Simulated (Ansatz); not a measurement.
Consider the ligand exchange at the Hf–O bond: `[OH][Hf]([F])([F])[F]` + dimethylamine → `C[N](C)[Hf]([F])([F])[F]` + H₂O.

Computed with Ansatz on PBE0-D4/def2-TZVP structures; ΔE is electronic, products minus reactants. CCSD(T)/CBS adds triple-zeta CCSD(T) − MP2 to the extrapolated MP2 energy (def2 sets, frozen cores). This one scheme is used for every species. DFT in def2-TZVPP. B3LYP here is the variant with VWN-RPA as its local correlation; programs differ in this. HSE06 is defined as in plane-wave codes. Elements past krypton have def2 core potentials. For Hf outer-core shells are correlated without core-valence functions, which leaves a few kJ/mol of doubt a bond. Each species was taken in one conformer, which may not be the lowest.

(1) Is it downhill or uphill in electronic energy at CCSD(T)/CBS, and by how much? (Estimate.)

(2) What do these levels give: B3LYP-D4, r2SCAN0-D4, HSE06-D4, BHLYP-D4, HF/def2-SVP, MP2/def2-QZVPP? (An estimate is asked.)

Largest T1 diagnostic among the species: 0.016.

Answers

(1) Ansatz gave: Uphill: ΔE = +14.6 kcal/mol.

(2) Computed: B3LYP-D4 15.9, r2SCAN0-D4 16.2, HSE06-D4 15.1, BHLYP-D4 16.9, HF/def2-SVP 21.7, MP2/def2-QZVPP 13.9 kcal/mol.

From BLYP to BHLYP (50 % exact exchange), in def2-TZVPP and without D4, ΔE moves by +1.2 kcal/mol. The D4 term adds −2.0 kcal/mol with B3LYP and −1.2 kcal/mol with PBE0; it sums over pairs of atoms, weighted by their polarisabilities, and B3LYP, whose exchange is more repulsive, gets the larger term. Leaving LDA and LC-ωPBE aside and taking each functional with its dispersion term where it has one, the values, not all of them listed here, spread over 3.2 kcal/mol, from revPBE-D4 to CAM-B3LYP-D4. LDA lies −1.0 kcal/mol from PBE without D4.
